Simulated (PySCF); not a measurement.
An unknown gives this computed stick spectrum. Level of theory: TDDFT PBE0/def2-SVPD, vertical, gas phase, core orbitals frozen in the response (PySCF 2.14.0, density-fitted response routines). Geometries: GFN2-xTB, one conformer each.

```tsv
state	E (eV)	λ (nm)	f
S1	4.42	280.2	0.063
S2	4.87	254.7	0.081
S3	5.97	207.8	0.013
S4	6.16	201.3	0.0004
S5	6.41	193.3	0.091
S6	6.57	188.6	0.0080
S7	6.66	186.1	0.0039
S8	6.69	185.2	0.024
```

Triplets computed (Tamm–Dancoff): 3.05, 3.75, 5.06 eV.

Orbital energies (eV): HOMO-3 -9.39, HOMO-2 -8.37, HOMO-1 -6.81, HOMO -6.26, LUMO -0.97, LUMO+1 0.77, LUMO+2 1.09.

Question: Which structure fits? All have the formula C6H9OP.
A. `C#CP1CC(OC)C1`
B. `COc1ccp(C)c1`
C. `C=CP(=O)(C=C)C=C`

Answer: B. Its S1, at 4.42 eV, is the lowest among the candidates; the nearest of the others has S1 at 5.09 eV. S1 is HOMO→LUMO (97%). Löwdin shares by element: HOMO carbon 42% or more, phosphorus 17%, oxygen 14% (atoms not listed hold the other 27%); LUMO carbon 51% or more, phosphorus 13% (atoms not listed hold the other 36%). At the same level the other candidates give, for their lowest levels:
- `C=CP(=O)(C=C)C=C`: 5.62 eV (f 0.000); 5.82 eV (f 0.054 summed over 2 states); 5.90 eV (f 0.003); 6.32 eV (f 0.107 summed over 2 states); 6.46 eV (f 0.000) [of 8 roots; the last level is left out, as the window may have cut its degenerate partner]; T1 4.26 eV; HOMO -7.92, LUMO -0.88 eV
- `C#CP1CC(OC)C1`: 5.09 eV (f 0.017); 5.79 eV (f 0.041); 6.37 eV (f 0.027); 6.41 eV (f 0.004); 6.46 eV (f 0.005); T1 4.37 eV; HOMO -6.74, LUMO -0.30 eV

Shape of the structure used: `[CH3:1][O:2][c:3]1[cH:4][cH:5][p:6]([CH3:7])[cH:8]1`: C1–O2–C3–C4 179°.
